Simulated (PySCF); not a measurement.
GaH3Se, SMILES [GaH2][SeH]. Atoms are numbered in the order given.

```xyz
5

Ga     0.0022    -1.1760     0.0000
H     -1.3971    -1.8657     0.0000
H      1.3898    -1.8888     0.0000
Se    -0.0436     1.1454     0.0000
H      1.4197     1.2659     0.0000
```

Geometry optimised at PBE0-D3(BJ)/def2-TZVP.

These are CAM-B3LYP/def2-TZVPD run with PySCF values and carry that method's errors.

```yaml
total_energy: -4328.47330 hartree
point_group: Cs
highest_occupied_level: -8.59 eV
lowest_empty_level: -0.73 eV
orbital_gap: 7.86 eV
dipole_moment: 1.02 D
quadrupole, principal values (traceless, Buckingham form, about the centre of nuclear charge): -2.44, 1.17, 1.27 D·Å
mean_static_polarisability: 61.7 bohr³ (9.15 Å³)
polarisability_principal_values: 48.9, 57.7, 78.5 bohr³
```
